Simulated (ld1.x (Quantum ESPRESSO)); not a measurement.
## Which change was made? (Pm, TM)

Pm (Z = 61), norm-conserving Troullier–Martins (Kleinman–Bylander form), made with ld1.x (Quantum ESPRESSO) 7.5 (LDA (PZ), scalar-relativistic). Core [Kr] 4d10 5s2, reference 4f5 5p6 5d0 6s2 6p0. Waves: 6s (bound): rc 2.75 bohr; 5p (bound): rc 1.95 bohr; 5d (bound, empty): rc 3.25 bohr; 4f (bound): rc 1.15 bohr. Local part: the f channel. Core correction: a·sin(br)/r model core, default radius (core density twice the valence density).

Cutoffs, loose and tight: the cutoffs (Ry, on a coarse ladder) from which the occupation-weighted sum of valence levels, in a spherical-Bessel basis at the reference potential, stays within 10 and 1 mRy of its value at 400 Ry. They do not see the model core or the augmentation charge, which bear on the density cutoff. Test errors are all-electron minus pseudo excitation energies from the reference, over the configurations 4f5 5p6 5d0 6s1 6p0; 4f5 5p6 5d0 6s0 6p0; 4f4 5p6 5d0 6s0 6p0; 4f4 5p6 5d0 6s2 6p0; 4f5 5p5 5d0 6s2 6p0; 4f5 5p6 5d1 6s1 6p0; 4f3 5p6 5d0 6s0 6p0 (two spin-polarised tests are not counted in the largest error); variants that change the core or the reference have their own tests. The largest error is taken over the tests solved by every variant that gives reliable tests at all, those not shown here included: 4f4 5p6 5d0 6s0 6p0; 4f5 5p6 5d0 6s0 6p0; 4f5 5p6 5d1 6s1 6p0.

The base gives: outcome: generated; cutoff, loose: 260 Ry; cutoff, tight: 300 Ry; bound ghosts: s, p, d; largest test error (meV): -87.

On the changes marked as counting shells twice: ld1.x takes every shell without a wave as core, so the model core holds the marked electrons as well and exchange and correlation see them twice. This cancels in the reference configuration, but the file is broken for other ones, and its errors say nothing about a proper core correction.

Q: After one change the result is: outcome: generated; cutoff, loose: 180 Ry; cutoff, tight: 260 Ry; bound ghosts: none; largest test error (meV): -1505. Which change was it?
A. all radii but the core radius scaled by about 1.25 (s 3.42, p 2.44, d 4.06, f 1.44 bohr)
B. type PAW; waves now 6s (bound): rcut 2.40, rcutus 2.75 bohr; 6s channel at 0.45 Ry: rcut 2.40, rcutus 2.75 bohr; 5p (bound): rc 1.95 bohr; 6p (bound): rc 1.95 bohr; 5d (bound): rcut 2.85, rcutus 3.25 bohr; 5d channel at 0.25 Ry: rcut 2.85, rcutus 3.25 bohr; 4f (bound): rcut 1.00, rcutus 1.15 bohr; 4f channel at 3.3 Ry: rcut 1.00, rcutus 1.15 bohr; local potential all-electron potential smoothed inside 1.65 bohr (lloc = -1); augmentation GAUSS, radius 1.00 bohr
C. local potential the s channel
D. core [Kr] 4d10, valence charge 15; reference 4f5 5s2 5p6 5d0 6s2 6p0; waves now 5s (bound): rc 1.60 bohr; 5p (bound): rc 1.70 bohr; 5d (bound): rc 3.10 bohr; 4f (bound): rc 1.45 bohr; local potential all-electron potential smoothed inside 1.65 bohr (lloc = -2) (6s counted twice)

A: D. The others give: local potential the s channel → outcome: failed: run_pseudo: Errors in PS-KS equation | type PAW; waves now 6s (bound): rcut 2.40, rcutus 2.75 bohr; 6s channel at 0.45 Ry: rcut 2.40, rcutus 2.75 bohr; 5p (bound): rc 1.95 bohr; 6p (bound): rc 1.95 bohr; 5d (bound): rcut 2.85, rcutus 3.25 bohr; 5d channel at 0.25 Ry: rcut 2.85, rcutus 3.25 bohr; 4f (bound): rcut 1.00, rcutus 1.15 bohr; 4f channel at 3.3 Ry: rcut 1.00, rcutus 1.15 bohr; local potential all-electron potential smoothed inside 1.65 bohr (lloc = -1); augmentation GAUSS, radius 1.00 bohr → outcome: failed: invmat: error in DGETRF | all radii but the core radius scaled by about 1.25 (s 3.42, p 2.44, d 4.06, f 1.44 bohr) → outcome: generated; cutoff, loose: 180 Ry; cutoff, tight: 260 Ry; bound ghosts: s, p, d; largest test error (meV): +162.
